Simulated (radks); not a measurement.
Neutral helium inside a hard spherical wall (all orbitals vanish at R), configuration held at [He] and not refilled when levels cross. Method: non-relativistic Kohn-Sham, PBE, spin-unpolarised, spherical densities, point nucleus; computed with a radial shooting solver on a logarithmic mesh with Libxc functionals. Eigenvalues in eV, with the zero of energy where the potential of the charges vanishes at infinity; a dash marks a level that is unbound or too diffuse for the functional's potential to be trusted. A positive occupied level is held by the wall or, in an anion where self-interaction has pushed it up, behind a barrier. The pressure on the wall is -dE/dV.

| R (bohr) | E (hartree) | kinetic (hartree) | e(1s) | e(2s, empty) | e(2p, empty) | pressure (GPa) |
|---|---|---|---|---|---|---|
| free | -2.89293 | 2.856 | -15.763 | - | - | 0 |
| 20 | -2.89293 | 2.856 | -15.763 | - | - | < 0.0001 |
| 15 | -2.89293 | 2.856 | -15.763 | - | - | < 0.0001 |
| 10 | -2.89293 | 2.856 | -15.763 | - | - | < 0.0001 |
| 8 | -2.89293 | 2.856 | -15.763 | 1.775 | 2.804 | < 0.0001 |
| 6 | -2.89287 | 2.857 | -15.755 | 3.967 | 4.800 | 0.00928 |
| 3.5 | -2.87995 | 2.937 | -15.004 | 18.899 | 15.052 | 5.18 |
| 3 | -2.85597 | 3.050 | -14.004 | 29.042 | 21.171 | 20.2 |
| 2.5 | -2.78620 | 3.318 | -11.684 | 47.468 | 31.770 | 85.8 |
| 1.5 | -1.86277 | 5.633 | 9.254 | 170.69 | 98.711 | 2650 |
